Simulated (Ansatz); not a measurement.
One change: `C[N](C)[Au]` becomes `C[N](C)[InH2]`.

Ansatz, PBE0-D4/def2-TZVP geometries, multiplicity 1. 

Elements past krypton have def2 core potentials.

| property | `C[N](C)[Au]` |
| --- | --- |
| size of the dipole moment (ωB97M-V/def2-TZVPP) / D | 1.36 |
| LUMO energy (PBE0/def2-TZVPP) / eV | -2.55 |
| HOMO–LUMO gap (PBE0/def2-TZVPP) / eV | 3.44 |
| HOMO energy (PBE/def2-TZVPP) / eV | -4.95 |
| LUMO energy (PBE/def2-TZVPP) / eV | -3.42 |
| zero-point energy (PBE0-D4/def2-TZVP) / kJ/mol | 213.1 |

Task: What does the change do to each property? (Estimate.)

Result: Computed: 
```tsv
property	`C[N](C)[InH2]`	shift
size of the dipole moment (ωB97M-V/def2-TZVPP) / D	0.03	-1.33
LUMO energy (PBE0/def2-TZVPP) / eV	-1.21	1.34
HOMO–LUMO gap (PBE0/def2-TZVPP) / eV	4.74	1.30
HOMO energy (PBE/def2-TZVPP) / eV	-4.83	0.12
LUMO energy (PBE/def2-TZVPP) / eV	-1.87	1.55
zero-point energy (PBE0-D4/def2-TZVP) / kJ/mol	245.0	31.9
```

With PBE0 the HOMO rises by 0.05 eV and the LUMO rises by 1.34 eV, so the gap widens by about 1.29 eV. PBE moves the HOMO by 0.12 eV and ωB97M-V by -0.17 eV. The zero-point energy changes by 31.9 kJ/mol with +6 modes.
